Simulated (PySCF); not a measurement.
## `InChI=1S/C6H14N2Si/c9-8-7-6-4-2-1-3-5-6/h8H,1-5H2,9H3`

Molfile (atoms numbered from 1):
```
C6H14N2Si
     RDKit          3D

 23 23  0  0  0  0  0  0  0  0999 V2000
    3.9543    0.3788    0.5318 Si  0  0  0  0  0  4  0  0  0  0  0  0
    2.3899    0.2347   -0.1932 N   0  0  0  0  0  0  0  0  0  0  0  0
    1.3803   -0.3083    0.5152 N   0  0  0  0  0  0  0  0  0  0  0  0
    0.2065   -0.4754    0.0665 C   0  0  0  0  0  0  0  0  0  0  0  0
   -0.7969   -1.0965    0.9945 C   0  0  0  0  0  0  0  0  0  0  0  0
   -2.0188   -0.1869    1.1412 C   0  0  0  0  0  0  0  0  0  0  0  0
   -2.6129    0.1304   -0.2276 C   0  0  0  0  0  0  0  0  0  0  0  0
   -1.5697    0.7965   -1.1184 C   0  0  0  0  0  0  0  0  0  0  0  0
   -0.3487   -0.1114   -1.2888 C   0  0  0  0  0  0  0  0  0  0  0  0
    4.7541    0.9664   -0.5446 H   0  0  0  0  0  0  0  0  0  0  0  0
    4.4464   -0.9430    0.9211 H   0  0  0  0  0  0  0  0  0  0  0  0
    3.8863    1.2567    1.7012 H   0  0  0  0  0  0  0  0  0  0  0  0
    2.1903    0.5335   -1.1442 H   0  0  0  0  0  0  0  0  0  0  0  0
   -0.3255   -1.2714    1.9613 H   0  0  0  0  0  0  0  0  0  0  0  0
   -1.1163   -2.0594    0.5843 H   0  0  0  0  0  0  0  0  0  0  0  0
   -2.7661   -0.6739    1.7714 H   0  0  0  0  0  0  0  0  0  0  0  0
   -1.7172    0.7416    1.6309 H   0  0  0  0  0  0  0  0  0  0  0  0
   -2.9545   -0.7943   -0.6996 H   0  0  0  0  0  0  0  0  0  0  0  0
   -3.4771    0.7888   -0.1152 H   0  0  0  0  0  0  0  0  0  0  0  0
   -1.9995    1.0222   -2.0976 H   0  0  0  0  0  0  0  0  0  0  0  0
   -1.2549    1.7392   -0.6640 H   0  0  0  0  0  0  0  0  0  0  0  0
    0.3956    0.3883   -1.9139 H   0  0  0  0  0  0  0  0  0  0  0  0
   -0.6505   -1.0296   -1.8022 H   0  0  0  0  0  0  0  0  0  0  0  0
  1  2  1  0
  2  3  1  0
  3  4  2  3
  4  5  1  0
  5  6  1  0
  6  7  1  0
  7  8  1  0
  8  9  1  0
  9  4  1  0
  1 10  1  0
  1 11  1  0
  1 12  1  0
  2 13  1  0
  5 14  1  0
  5 15  1  0
  6 16  1  0
  6 17  1  0
  7 18  1  0
  7 19  1  0
  8 20  1  0
  8 21  1  0
  9 22  1  0
  9 23  1  0
M  END
```

Level of theory: GIAO PBE0/pcSseg-1 magnetisability, rotational g tensor and spin-rotation constants, non-relativistic, gas phase in PySCF. Geometry: GFN2-xTB.

Question: How diamagnetic is it, and how anisotropic?

Answer: Isotropic -1512 × 10⁻³⁰ J/T², or -91.1 × 10⁻⁶ cm³/mol; principal values -1625, -1458, -1454 × 10⁻³⁰ J/T², anisotropy 169 × 10⁻³⁰ J/T² (root of half the summed squared differences of the principal values). The susceptibility is in cgs units.

Question: Split it along the inertial axes a, b, c into diamagnetic and paramagnetic parts about the centre of mass, with the quadrupole moment.

Answer: 
| axis | χ (10⁻⁶ cm³/mol) | diamagnetic (10⁻⁶ cm³/mol) | paramagnetic (10⁻⁶ cm³/mol) | summed x² of all electrons (Å²) | quadrupole Θ (D Å) |
| --- | --- | --- | --- | --- | --- |
| a | -90.5 | -512.3 | 421.8 | 456.8 | +2.48 |
| b | -87.9 | -2092.8 | 2004.8 | 84.2 | +0.10 |
| c | -94.8 | -2295.2 | 2200.4 | 36.5 | -2.59 |

Anisotropies 2χaa − χbb − χcc = +1.8 and 2χbb − χaa − χcc = +9.4 × 10⁻⁶ cm³/mol. Θ is traceless in Buckingham's convention.

Question: And the rotational g tensor?

Answer: 
```
axis  rotational constant (GHz)        g  nuclear part  electronic part
   a                     3.5243  -0.0407        0.6577          -0.6984
   b                     0.6218  -0.0075        0.5782          -0.5857
   c                     0.5656  -0.0046        0.5801          -0.5847
```
Asymmetric top; isotopes 12C, 1H, 14N, 28Si; no vibrational averaging.
